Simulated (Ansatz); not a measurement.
Basis-set series for `OC(O)[NH][SbH2]`. Charge 0, multiplicity 1. Sb takes the def2 core potential. The structure was optimised at the PBE0-D4/def2-TZVP level. It is one conformer, not always the lowest.

```csv
functional,basis,functions,energy (Eh),HOMO (eV),LUMO (eV)
PBE0-D4,def2-SVP,112,-486.69754,-6.96,-0.08
PBE0-D4,def2-QZVPP,490,-487.02000,-7.20,-0.51
ωB97M-V,def2-SVP,112,-486.81976,-9.18,1.79
ωB97M-V,def2-QZVPP,490,-487.15143,-9.39,1.01
```

(1) Give the rows for def2-TZVPP. (Estimate.)

Answers

(1) Ansatz gave: 
| functional | basis | functions | energy (Eh) | HOMO (eV) | LUMO (eV) |
| --- | --- | --- | --- | --- | --- |
| PBE0-D4 | def2-TZVPP | 258 | -487.00386 | -7.16 | -0.41 |
| ωB97M-V | def2-TZVPP | 258 | -487.13569 | -9.36 | 1.25 |

Positive LUMOs are unbound and depend on the basis.
